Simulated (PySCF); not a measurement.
Adding and removing an electron: NaGe

PBE0; basis Na def2-SVPD, Ge def2-SVPD; no relativity; PySCF 2.14. Neutral (UKS): quartet (σ ↑, π ↑↑), Re = 2.742 Å, ωe = 208 cm⁻¹, De = 1.36 eV, HOMO -4.18 eV, LUMO -1.93 eV.

NaGe⁺ (UKS): triplet (σ ↑, π ↑), Re = 3.231 Å, ωe = 115 cm⁻¹, De = 0.56 eV to Na⁺ + Ge. The energies at the minima are -2238.56110 hartree for NaGe and -2238.33974 for NaGe⁺.

Question: Work out the adiabatic ionisation energy, without and with harmonic zero-point energies (1 hartree = 27.2114 eV, 1 eV = 8065.5 cm⁻¹), and the change of the bond length.

Answer: At PBE0: 0.22136 hartree = 6.024 eV between the minima; the zero-point term (115.0 − 208.0)/2 cm⁻¹ = -0.006 eV makes it 6.018 eV. Re changes by +48.9 pm against the neutral. The electron leaves a π orbital, and the ion is left as a loose complex of an ion and an atom.

Spin–orbit coupling is left out. For an ion De counts to the pair picked by the measured ionisation energies or electron affinities, which need not be the lowest pair at this level. States were picked by a PBE0 search and need not be the measured ground states.
